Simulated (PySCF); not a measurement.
# Structure elucidation problem

Molecular formula: C₆H₇NO. Simulated spectra:

¹H NMR (600 MHz, computed): δ 8.31 (d, 1H), 7.38 (d, 1H), 7.23 (m, 1H), 6.98 (m, 1H), 2.41 (s, 3H).

¹³C{¹H} NMR (computed): δ 158.4 (C), 146.1 (CH), 132.2 (CH), 129.6 (CH), 124.3 (CH), 21.4 (CH3).

- geometry: PBE0-D3(BJ)/def2-TZVP
- shieldings: GIAO B97-2/pcSseg-2
- code: PySCF 2.14
- gas phase, single conformer, relativity neglected, averaged over atoms made equivalent by symmetry, fast rotation or ring inversion

Referencing at the same level of theory: ¹H (31.64 ppm), ¹³C (185.38 ppm) vs TMS.

**Question.** Choose the structure that fits.
A. Cc1cccc[n+]1[O-]
B. ONc1ccccc1
C. Nc1cccc(O)c1
D. Nc1ccc(O)cc1
E. OCc1ccccn1

**Answer.** A. 

Rings plus π bonds: 4 (1 ring in the answer). 6 carbon signals for 6 carbons: no two carbons are equivalent. Carbon types of the structure: 1 × C, 4 × CH, 1 × CH3, which accounts for all hydrogens. δC 158.4: substituted aromatic carbon next to a ring nitrogen. δC 146.1: aromatic CH next to a ring nitrogen; the adjacent pyridine-type nitrogen withdraws density from it. δC 132.2, 129.6, 124.3: aromatic CH. δC 21.4: methyl carbon on an aromatic ring; aliphatic region, no heteroatom directly attached. δH 7.38, 7.23, 6.98: hydrogen on an aromatic CH; aromatic region.

The others: OCc1ccccn1 has carbons computed at 169.6, 155.6, 142.8, 127.0, 126.0, 67.7, with a different DEPT pattern; Nc1cccc(O)c1 would give 4 signals for carbon-bound and other non-exchanging H, not 5; ONc1ccccc1 would give 4 carbon signals, not 6; Nc1ccc(O)cc1 would give 4 carbon signals, not 6.

Shifts are as computed. Against solution values, carbons near 30 ppm lie about +3 ppm off and those near 130 ppm about +7 ppm. Of 1309 compounds with measured shifts, 239 miss one by over three times the rms of a fit or turn the order of signals round; such compounds aren't used in these exercises. No couplings were computed; multiplicities are counted from neighbouring protons, with m where these are inequivalent, close in shift, in a saturated or five-membered ring or joined by F or P, and br s for small geminal =CH2 splittings.
